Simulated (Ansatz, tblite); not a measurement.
Forces on the cluster Zr3O4⁺ at its PBE0-D4/def2-SVP geometry. Total charge 1; doublet.

In the def2 sets Zr takes a core potential; there is no spin–orbit coupling. The xTB rows come from tblite. At PBE-D4/def2-TZVP the charge 1 doublet is spin-contaminated (final ⟨S²⟩ up to 1.27, 0.75 for a pure state). No other spin state of charge 1 was run. The geometry of the doublet was relaxed on an unsound state (⟨S²⟩ 1.76, where a pure state has 0.75). Another isomer (doublet) lies 1.29 eV lower at PBE0-D4/def2-TZVP; other spin states weren't run for this one.

GFN1-xTB (tblite), largest force 1.65 eV/Å:

```xyz
7
positions Å, forces eV/Å
Zr    0.011    1.729   -2.480    0.019   -0.531    1.427
Zr   -0.006   -0.024   -0.095   -0.023   -1.171    1.165
Zr   -0.002   -1.596    2.463    0.001    0.021   -0.021
O     0.089    1.821   -0.444    0.002    0.887   -1.377
O    -0.083   -0.144   -2.062    0.012    0.385   -0.272
O    -1.271   -0.820    1.357   -0.283    0.221   -0.452
O     1.263   -0.966    1.262    0.272    0.188   -0.470
```

GFN2-xTB (tblite), largest force 2.31 eV/Å:

```
Zr 0.017 1.406 -1.831
Zr -0.011 -0.393 0.332
Zr 0.007 -0.863 1.507
O 0.037 0.054 0.956
O -0.039 -0.965 0.487
O -0.929 0.434 -0.691
O 0.919 0.327 -0.759
```

PBE-D4/def2-TZVP (Ansatz), largest force 1.72 eV/Å:

```
Zr 0.022 -0.688 1.560
Zr -0.028 -0.754 0.158
Zr 0.001 -0.263 0.430
O 0.011 1.316 -1.104
O -0.008 0.215 -0.798
O -0.496 0.131 -0.096
O 0.497 0.044 -0.150
```
